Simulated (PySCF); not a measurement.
# Reading the logs of faulty runs: B2ClH4O anion

All numbers below are calculated, not measured. The program is PySCF 2.14.0, an open-source quantum chemistry code, run on an isolated molecule that a program drew, which may never have been made. The molecule is B2ClH4O anion (charge -1, singlet), drawn as the SMILES string `[BH3-]B(O)Cl`.

Each row is a Hartree-Fock (HF) and frozen-core CCSD(T) single point in the aug-cc-pV(D+d)Z basis, meant for a local HF minimum. Run 1 is clean. Each other run has one planted mistake out of seven kinds, and not every kind appears here: one electron removed, one electron added, multiplicity raised by two, geometry at a saddle point, minimal basis STO-3G, one bond length entered in bohr, all coordinates scaled. The reference is restricted for singlets and unrestricted otherwise, and also for a bond in bohr. Adding or removing an electron swaps singlet and doublet. Electrons count all cores. HOMO and LUMO are orbital energies over both spins, the gradient is its largest component, and the lowest frequency (negative if imaginary) is given only where the gradient is small. Bond lengths are over the 7 bonds as drawn. T1 is the CCSD diagnostic: over 0.02 (restricted) or 0.045 (unrestricted) a single reference is doubtful.

Geometry of the clean run:
```xyz
8
B2ClH4O anion, angstrom
B     0.7944   -0.6296    1.6000
B    -0.5585   -0.3743    0.5850
O    -0.9316    0.7207   -0.1420
Cl   -1.8789   -1.7579    0.3147
H     1.5159    0.3807    1.6122
H     0.3863   -0.8801    2.7469
H     1.4320   -1.6104    1.1822
H    -1.7358    0.5856   -0.6150
```

```
run,electrons,basis functions,<S^2>,HOMO (eV),LUMO (eV),gradient (hartree/bohr),lowest frequency (cm^-1),mean bond (Å),longest bond (Å),T1,HF (hartree),CCSD(T) (hartree),mistake
1,40,137,0.000,-5.41,3.64,2.7e-05,62,1.3825,1.932,0.0141,-586.17580,-586.79980,no fault
2,40,137,2.012,0.66,0.84,1.1e-01,-,1.3825,1.932,0.0337,-586.00943,-586.61880,multiplicity raised by two
3,40,137,0.000,-5.10,3.62,7.9e-02,-,1.3051,1.823,0.0132,-586.15284,-586.77191,?
4,39,137,0.761,-12.30,-2.23,1.0e-01,-,1.3825,1.932,0.0215,-586.03642,-586.63527,?
```

**Which mistake was planted in run 3, and what did it cost?**

The mean and the longest bond both change by the same factor, 0.944, and the gradient is no longer small. So the mistake is: all coordinates scaled. Subtracting run 1 and multiplying by 627.51 kcal/mol a hartree, the energy moved by 14.4 kcal/mol in HF and 17.5 kcal/mol in CCSD(T).

**Which mistake was planted in run 4, and what did it cost?**

It counts 39 electrons, one fewer than the clean run, at the same geometry and basis. So the mistake is: one electron removed. Subtracting run 1 and multiplying by 627.51 kcal/mol a hartree, the energy moved by 87.5 kcal/mol in HF and 103.2 kcal/mol in CCSD(T).

Cautions from the logs. Run 2: the HOMO is above zero, so the electron isn't bound and the energy depends on the basis.
